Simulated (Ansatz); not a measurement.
Geometry optimisation, RKS PBE-D4/STO-3G in Ansatz 0.2.0.

Input:

```yaml
crystal:
  periodic: [false, false, false]
  atoms:
    - { symbol: O, position_ang: [-1.4967, 1.0604, -0.6909] }
    - { symbol: C, position_ang: [-1.4116, 0.0902, 0.2558] }
    - { symbol: B, position_ang: [-0.2281, -0.8652, -0.1372] }
    - { symbol: F, position_ang: [-0.3646, -2.2545, -0.396] }
    - { symbol: Si, position_ang: [1.6241, -0.1906, -0.1926] }
    - { symbol: Cl, position_ang: [2.1249, 0.6097, 1.7014] }
    - { symbol: H, position_ang: [-0.8895, 1.833, -0.4447] }
    - { symbol: H, position_ang: [-1.2071, 0.5391, 1.2646] }
    - { symbol: H, position_ang: [-2.3382, -0.4881, 0.3224] }
    - { symbol: H, position_ang: [1.7157, 0.8817, -1.1623] }
    - { symbol: H, position_ang: [2.5367, -1.2727, -0.4998] }
basis:
  gaussian: { orbitals: STO-3G }
hamiltonian:
  xc: pbe
  dispersion: d4
relax:
  f_tol: 0.02
  max_steps: 40
scf:
  lower_state_search: "off"
```

Launched with:

```bash
$ ansatz run input.yaml --threads 1 --pin off --max-ram 2048MiB --backend cpu --events-out ev --progress --plain --runs-dir out
```

Problem. Where does it end, and by what steps?

Solution. The forces met the threshold. Limits of this set-up: minimal basis. After 26 steps the energy has fallen by 1.785 eV; Cl6 moved furthest, 1.75 Å. Joined: O1–B3.

```csv
step,energy less start (eV),largest force component (eV/Å),accepted
0,0.0000,5.434,yes
1,-0.5594,2.591,yes
2,-0.7311,2.612,yes
3,-0.8644,1.002,yes
4,-0.8991,0.476,yes
5,-0.9122,0.231,yes
6,-0.9933,0.578,yes
7,-1.1050,0.691,yes
8,-1.2556,0.937,yes
9,-1.3065,0.507,yes
10,-1.3195,0.204,yes
11,-1.3263,0.072,yes
12,-1.3308,0.057,yes
13,-1.3477,0.179,yes
14,-1.3661,0.355,yes
15,-1.3992,0.447,yes
16,-1.4642,0.407,yes
17,-1.5578,0.355,yes
18,-1.6637,0.366,yes
19,-1.7211,0.501,yes
20,-1.7370,0.780,yes
21,-1.7771,0.291,yes
22,-1.7759,0.249,no
23,-1.7836,0.106,yes
24,-1.7842,0.102,yes
25,-1.7853,0.023,yes
26,-1.7855,0.013,yes
```

```xyz
11
Properties=species:S:1:pos:R:3
O -1.227 0.850 -0.314
C -1.323 -0.322 0.680
B -0.420 -0.604 -0.600
F -0.867 -1.272 -1.675
Si 1.543 -0.218 -0.335
Cl 1.382 1.747 0.592
H -0.440 1.443 0.100
H -0.926 -0.055 1.681
H -2.382 -0.646 0.725
H 2.423 0.015 -1.478
H 2.301 -0.994 0.644
```

The run took 92 s on 1 thread of Arm Neoverse V2 (shared host), peak memory 0.2 GiB.
